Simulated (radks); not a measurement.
Problem. These are the eigenvalues of the occupied orbitals of an atom or ion with whole-number occupations (eV). All-electron calculation, scalar-relativistic Kohn-Sham, SCAN, spin-unpolarised, spherical densities, finite nucleus; meta-GGA in the generalised Kohn-Sham scheme; Fermi nuclear charge, rms radius of each element as measured or else 0.836 A^(1/3) + 0.57 fm. Program: a radial shooting solver on a logarithmic mesh with Libxc functionals.

| orbital | eigenvalue |
|---|---|
| 1s | -85687.24 |
| 2s | -15289.52 |
| 2p | -13150.04 |
| 3s | -3665.586 |
| 3p | -3046.367 |
| 3d | -2402.674 |
| 4s | -827.6796 |
| 4p | -623.7939 |
| 4d | -383.6630 |
| 5s | -137.3549 |
| 4f | -119.0241 |
| 5p | -81.8813 |
| 5d | -19.4457 |
| 6p | -4.0104 |

Which element is it, and in what charge state? The configuration may be excited.

Solution. Z = 81, thallium, charge 0: Tl in [Xe] 4f14 5d10 6p3. The list shows which subshells hold electrons but not how many an open one holds; the 1s level, -3148.9 hartree, gives Z - s = 79.4 by -(Z - s)^2/2, which with screening and relativity narrows Z to a few neighbours, and the depths of the outer levels then fix element, charge and occupations together.
